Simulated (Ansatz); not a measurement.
Geometry optimisation, DFT PBEsol, scalar-relativistic, plane waves, PAW in Ansatz 0.2.0.

The input (input.yaml):

```yaml
crystal:
  lattice:
    - [7.398, 0.0, 0.0]
    - [-3.699, 6.406856, 0.0]
    - [0.0, 0.0, 13.0]
  atoms:
    - { symbol: C, position: [0.0, 0.0, 0.07692308] }
    - { symbol: C, position: [0.22222222, 0.11111111, 0.07692308] }
    - { symbol: C, position: [0.0, 0.33333333, 0.07692308] }
    - { symbol: C, position: [0.22222222, 0.44444444, 0.07692308] }
    - { symbol: C, position: [0.0, 0.66666666, 0.07692308] }
    - { symbol: C, position: [0.22222222, 0.77777777, 0.07692308] }
    - { symbol: C, position: [0.33333333, 0.0, 0.07692308] }
    - { symbol: C, position: [0.55555556, 0.11111111, 0.07692308] }
    - { symbol: C, position: [0.33333333, 0.33333333, 0.07692308] }
    - { symbol: C, position: [0.55555555, 0.44444444, 0.07692308] }
    - { symbol: C, position: [0.33333333, 0.66666666, 0.07692308] }
    - { symbol: C, position: [0.55555555, 0.77777777, 0.07692308] }
    - { symbol: C, position: [0.66666667, 0.0, 0.07692308] }
    - { symbol: C, position: [0.88888889, 0.11111111, 0.07692308] }
    - { symbol: C, position: [0.66666667, 0.33333333, 0.07692308] }
    - { symbol: C, position: [0.88888889, 0.44444444, 0.07692308] }
    - { symbol: C, position: [0.66666666, 0.66666666, 0.07692308] }
    - { symbol: C, position: [0.88888889, 0.77777777, 0.07692308] }
    - { symbol: B, position: [0.11111111, 0.05555556, 0.18923077] }
    - { symbol: H, position: [-0.07407408, 0.29629629, 0.15230769] }
    - { symbol: H, position: [-0.0035623, 0.12475133, 0.21834615] }
    - { symbol: H, position: [0.04191095, -0.1283143, 0.21834615] }
basis:
  ecutwfc: 420.0
kpoints:
  mp_grid: { grid: [2, 2, 1] }
hamiltonian:
  xc: pbesol
  pseudopotentials: { kind: paw, azcp: { folder: soft_1 } }
scf:
  occupations: { method: fermi_dirac, width: 0.05 }
  lower_state_search: "off"
relax:
  f_tol: 0.03
  max_steps: 60
  adjacent_minimum: "off"
```

Run as:

```bash
$ ansatz run input.yaml --threads 1 --pin off --max-ram 3072MiB --backend cpu --events-out ev --progress --plain --runs-dir out
```

Question: Where does it end, and by what steps?

Answer: It converged. Limits of this set-up: coarse k mesh, slab without dipole correction, PAW files made for another functional. After 8 steps the energy has fallen by 2.924 eV; H21 moved furthest, 0.73 Å.

| step | energy less start (eV) | largest force component (eV/Å) | accepted |
| --- | --- | --- | --- |
| 0 | 0.0000 | 3.150 | yes |
| 1 | -1.4920 | 1.610 | yes |
| 2 | -2.4393 | 1.058 | yes |
| 3 | -2.7537 | 0.875 | yes |
| 4 | -2.8902 | 0.324 | yes |
| 5 | -2.9170 | 0.179 | yes |
| 6 | -2.9230 | 0.100 | yes |
| 7 | -2.9239 | 0.034 | yes |
| 8 | -2.9241 | 0.016 | yes |

```xyz
22
Lattice="7.3980 0.0000 0.0000 -3.6990 6.4069 0.0000 0.0000 0.0000 13.0000" Properties=species:S:1:pos:R:3
C -0.088 -0.051 1.000
C 1.195 0.681 1.225
C -1.304 2.118 1.290
C -0.028 2.820 0.910
C -2.536 4.228 0.858
C -1.274 4.950 0.871
C 2.438 -0.053 0.942
C 3.642 0.665 0.888
C 1.162 2.126 0.925
C 2.404 2.815 0.812
C -0.049 4.238 0.805
C 1.178 4.948 0.772
C 4.874 -0.038 0.839
C 6.100 0.650 0.987
C 3.634 2.116 0.872
C 4.836 2.830 0.913
C 2.406 4.234 0.772
C 3.638 4.931 0.830
B 0.632 0.306 2.690
H -1.313 2.164 2.408
H -0.016 1.104 3.305
H 1.031 -0.703 3.202
```

Run time: 50 s on 1 thread of Arm Neoverse V2, with other jobs on the host, peak memory 0.67 GiB.
